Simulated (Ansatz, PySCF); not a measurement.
HLi, charge -1, doublet, at the geometry of the source list (a state made from the parent by changing its charge; the spin is typed, not shown lowest) (in this run its highest filled SCF level lies above zero, so its values depend strongly on the basis, on diffuse functions most of all). Base run: CAMB3LYP/6-31G* (PySCF).

Geometry (Å):
```xyz
2

Li     0.3827     0.1161    -0.5596
H     -0.3827    -0.1161     0.5596
```
Charge -1, spin multiplicity 2.
Orbitals are unrestricted.
All else is at PySCF's defaults.

The same geometry, method and basis name were run in Ansatz (an electronic-structure program) and PySCF, at each program's defaults and at the settings that a row names. The base is PySCF at its defaults. Differences at the defaults can come from grids, fitting, cores and function types together.

| code and settings | ΔE vs base (mEh) | basis functions | E (Eh) | SCF cycles |
|---|---|---|---|---|
| PySCF, defaults (exact integrals, its default grid, spherical functions) | 0.000 | 16 | -8.04425 | 9 |
| Ansatz, defaults (factorised integrals, its default grid, Cartesian functions) | -0.575 | 17 | -8.04483 | - |
| PySCF, density fitting with def2-universal-jkfit | -0.062 | 16 | -8.04431 | 9 |
| PySCF, fine grid | 0.001 | 16 | -8.04425 | 9 |
| Ansatz, high accuracy, Cartesian functions as the basis file defines them | -0.575 | 17 | -8.04483 | - |

Open shells are given as the SCF converged; they aren't shown to be the lowest states, and a large step between rows can be another state.
